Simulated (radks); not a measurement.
Q: The mean radii <r> (bohr) of the occupied orbitals of an atom or ion are listed with their occupations. All-electron calculation, scalar-relativistic Kohn-Sham, PBE, spin-unpolarised, spherical densities, point nucleus. Program: a radial shooting solver on a logarithmic mesh with Libxc functionals.

| orbital | occ. | <r> |
|---|---|---|
| 1s | 2 | 0.01578 |
| 2s | 2 | 0.06646 |
| 2p | 6 | 0.06055 |
| 3s | 2 | 0.1716 |
| 3p | 6 | 0.1737 |
| 3d | 10 | 0.1575 |
| 4s | 2 | 0.3770 |
| 4p | 6 | 0.4026 |
| 4d | 10 | 0.4225 |
| 5s | 2 | 0.8308 |
| 4f | 14 | 0.4410 |
| 5p | 6 | 0.9481 |
| 5d | 10 | 1.235 |
| 6s | 2 | 2.173 |
| 6p | 3 | 3.060 |

Name the element and its charge.

A: Z = 83, bismuth, charge 0: Bi in [Hg] 6p3. The 1s radius gives Z: for a bare nucleus <r> = (2 gamma + 1)/(2Z) with gamma = sqrt(1 - (Z/c)^2), 0.01561 bohr for Z = 83, and screening makes it slightly larger (0.01578 here). The occupations add up to 83, and the charge is Z minus that.
